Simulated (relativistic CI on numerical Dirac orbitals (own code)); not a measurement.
What each ingredient does to the levels of Rb XIX

Base calculation: Dirac-Coulomb-Breit CI, KLI orbitals optimised for each configuration, model QED (radiative potential, 1s self-energy scaled to tabulated hydrogen-like ionisation energies), unscaled Slater integrals.

CI space (outside the closed core [Ne]): 3s2.3p6.3d, 3s2.3p5.3d2, 3s.3p6.3d2, 3s2.3p6.4s, 3s2.3p6.4p, 3s2.3p6.4d, 3s2.3p6.4f, 3s2.3p5.3d.4s, 3s2.3p5.3d.4p, 3p6.3d3, 3p5.3d4. Double excitations out of closed p, d and f shells are left out; levels of such configurations are missing from the list, as are those of other unlisted configurations, and high levels can miss mixing partners. These lack a partner that the ground configuration has and come out too high: 3s2.3p5.3d.4s, 3s2.3p5.3d.4p.

Variants: (1) P86 correlation estimate; (2) non-relativistic limit. Shifts of the energy above 3s2.3p6.3d 2D_3/2, in cm⁻¹, for the lowest level and the first level of each name with at least 55 % of one term (blank where a level changes its place among those of its configuration and J or its character, or is not in the variant):

```tsv
Level	Base	Δ(1)	Δ(2)
3s2.3p6.3d 2D_3/2	0	0	0
3s2.3p6.3d 2D_5/2	18193	0	-18193
3s2.3p5.3d2 4D°_1/2	741758	+1514	-25231
3s2.3p5.3d2 4D°_3/2	747414	+1514	-30887
3s2.3p5.3d2 4D°_5/2	757600	+1514	-41073
3s2.3p5.3d2 4D°_7/2	771913	+1514	-55386
3s2.3p5.3d2 4G°_9/2	791236	+1514	-35390
3s2.3p5.3d2 4G°_7/2	793652	+1514	-37806
3s2.3p5.3d2 4G°_11/2	793870	+1514	-38023
3s2.3p5.3d2 4P°_5/2	806266	+1515	-39955
3s2.3p5.3d2 4P°_3/2	816266	+1515	
3s2.3p5.3d2 4P°_1/2	830428	+1515	-64117
3s2.3p5.3d2 2D°_5/2	832376	+1515	
3s2.3p5.3d2 4F°_9/2	833948	+1514	-53232
3s2.3p5.3d2 2H°_11/2	858095	+1514	-28685
3s2.3p5.3d2 2P°_1/2	863028	+1515	-49320
3s2.3p5.3d2 2H°_9/2	895225	+1514	
3s2.3p5.3d2 2G°_9/2	931888	+1514	
3s2.3p5.3d2 2S°_1/2	969928	+1514	-72988
3s2.3p5.3d2 2P°_3/2	1006015	+1517	
3s.3p6.3d2 4F_3/2	1502503	+2854	-129441
3s.3p6.3d2 4F_5/2	1508749	+2854	-135688
```

At this charge energies of transitions that change n are usually good to better than 1 %, and those within a shell (Δn = 0) to a few per cent.

Ionisation energy from the two ground configurations alone: base 705.619 eV; P86 correlation estimate 707.258 eV. The NIST ASD value (theoretical) is 706 eV.

LS names give the leading component of a level, which can be under half, so a name can repeat, a term be missing and a line seem to break the LS rules.
